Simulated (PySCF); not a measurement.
# Computed vibrations of Pr(OH)3

Pr(OH)3 (singlet in the valence; each metal's 4f electrons, 2 of them, lie in its core potential, out of spins and levels). PySCF 2.14.0, RKS BP86, Pr lcecp-1-SVP with ECP48, O def2-SVP, H def2-SVP; non-relativistic Hamiltonian with scalar-relativistic core potentials where named; density fitting; no spin-orbit coupling. Central differences of gradients.

```xyz
7

Pr    0.0000    0.0000   -0.1420
O     2.0785    0.0000    0.3682
H     2.9587    0.0000    0.7739
O    -1.0393    1.8000    0.3682
H    -1.4793    2.5623    0.7739
O    -1.0392   -1.8000    0.3682
H    -1.4793   -2.5623    0.7739
```

Run from Python with OMP_NUM_THREADS=2. Where DIIS fails, smearing, a level shift and second-order steps follow.
It took 68 s on 2 threads of Arm Neoverse N1, on a shared host.

(1) What are the harmonic wavenumbers and infrared intensities?

(2) Is this a minimum?

An lcecp potential fixes the number of 4f electrons, so in runs with it no electron can move into or out of that shell.

Answers

(1) Modes are labelled in C3v; negative numbers are unstable modes, those under 60 cm⁻¹ near the noise; a finer grid moves soft modes by up to 10 cm⁻¹.
```csv
cm⁻¹,km/mol,symmetry
70,5.3,a1
115,0.4,e
115,0.4,e
260,0.0,a2
340,269.3,e
340,269.3,e
428,22.9,e
428,22.9,e
455,378.9,a1
559,170.4,e
559,170.4,e
585,33.1,a1
3817,106.3,e
3817,106.3,e
3817,31.6,a1
```

(2) Yes. Ideal gas at 298.15 K and 1 bar: S = 363.9 J/(mol K), Cp = 109.6 J/(mol K), H − H(0 K) = 22.5 kJ/mol (rigid rotor, harmonic modes, spin degeneracy alone, that of the 4f electrons in the core included).
